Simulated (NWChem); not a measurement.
System: CH5FSi; SMILES C[SiH2]F

Program: NWChem. Pople sets run with spherical d functions. All runs use the structure optimised with B3LYP/6-31G* (spherical d). B3LYP is NWChem's, with the RPA form of VWN correlation. Core excitations by TDA in a window of 1s orbitals, non-relativistic and unshifted: absolute energies depend strongly on the exact-exchange share.

```csv
level,first 1s excitation (eV),dipole oscillator strength of the first,first state with f > 0.002 (eV),dipole oscillator strength of that state
"Si K edge, BHandHLYP/6-311G**",1823.9,0.0057,1823.9,0.0057
"Si K edge, B3LYP/6-311G**",1798.0,0.0034,1798.0,0.0034
"F K edge, PBE/6-311G**",?,0.0033,?,0.0033
```

Task: Complete the blanks.

Result: 
- F K edge, PBE/6-311G**, first 1s excitation (eV): 659.1
- F K edge, PBE/6-311G**, first state with f > 0.002 (eV): 659.1
